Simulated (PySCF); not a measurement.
C3H5BO3, SMILES O=C1OCB1CO. Heavy atoms are numbered as in [O:1]=[C:2]1[O:3][CH2:4][B:5]1[CH2:6][OH:7]. Hydrogens are named by the atom that carries them.

Coordinates come from a B3LYP-D3(BJ)/def2-SVP optimisation. The structure was generated by enumeration, and PubChem lists no compound with its InChIKey, so it may never have been made. The values are those of a single conformer.

Computed with PySCF with PBE/pcSseg-1.

GIAO shieldings, no solvent; atoms alike by connectivity are averaged. δ = σ(ref) − σ: ¹⁷O against H2O (σ = 334.3 ppm); ¹³C against TMS (σ = 182.0 ppm); ¹¹B against BF3 (σ = 83.9 ppm); ¹H against TMS (σ = 31.49 ppm), references at their B3LYP-D3(BJ)/def2-TZVP geometries, non-relativistic.

```json
[
 {"nucleus": "¹⁷O", "atoms": "O1", "count": "1", "δ (ppm)": "524.1"},
 {"nucleus": "¹⁷O", "atoms": "O3", "count": "1", "δ (ppm)": "357.7"},
 {"nucleus": "¹⁷O", "atoms": "O7 (OH)", "count": "1", "δ (ppm)": "12.6"},
 {"nucleus": "¹³C", "atoms": "C2", "count": "1", "δ (ppm)": "177.8"},
 {"nucleus": "¹³C", "atoms": "C6 (CH2)", "count": "1", "δ (ppm)": "69.5"},
 {"nucleus": "¹³C", "atoms": "C4 (CH2)", "count": "1", "δ (ppm)": "69.2"},
 {"nucleus": "¹¹B", "atoms": "B5", "count": "1", "δ (ppm)": "81.5"},
 {"nucleus": "¹H", "atoms": "H on C6", "count": "2", "δ (ppm)": "5.09"},
 {"nucleus": "¹H", "atoms": "H on C4", "count": "2", "δ (ppm)": "4.38"},
 {"nucleus": "¹H", "atoms": "H on O7", "count": "1", "δ (ppm)": "1.08"}
]
```
